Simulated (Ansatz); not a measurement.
One change: `C[CH]([AlH2])[SiH2]Cl` becomes `CC(C)[SiH2]Cl`.

Ansatz, PBE0-D4/def2-TZVP geometries, multiplicity 1. Each molecule was computed in one conformer, which needn't be the lowest.

| property | `C[CH]([AlH2])[SiH2]Cl` |
| --- | --- |
| size of the dipole moment (B3LYP/def2-TZVPP) / D | 2.40 |
| HOMO energy (PBE0/def2-TZVPP) / eV | -7.38 |
| HOMO energy (B3LYP/def2-TZVPP) / eV | -7.17 |
| LUMO energy (ωB97M-V/def2-TZVPP) / eV | 0.92 |
| HOMO–LUMO gap (PBE0/def2-TZVPP) / eV | 6.66 |
| size of the dipole moment (ωB97M-V/def2-TZVPP) / D | 2.42 |

Question: What does the change do to each property? (Best estimate.)

Answer: The calculation gave: 
```csv
property,`CC(C)[SiH2]Cl`,shift
size of the dipole moment (B3LYP/def2-TZVPP) / D,1.90,-0.50
HOMO energy (PBE0/def2-TZVPP) / eV,-8.19,-0.81
HOMO energy (B3LYP/def2-TZVPP) / eV,-8.00,-0.83
LUMO energy (ωB97M-V/def2-TZVPP) / eV,2.10,1.18
HOMO–LUMO gap (PBE0/def2-TZVPP) / eV,8.58,1.92
size of the dipole moment (ωB97M-V/def2-TZVPP) / D,1.89,-0.53
```

With PBE0 the HOMO falls by 0.81 eV and the LUMO rises by 1.10 eV, so the gap widens by about 1.91 eV. PBE moves the HOMO by -0.72 eV and ωB97M-V by -0.86 eV. Dipoles are sizes alone; their direction can turn.

B3LYP here is the variant with VWN-RPA as its local correlation; programs differ in this.
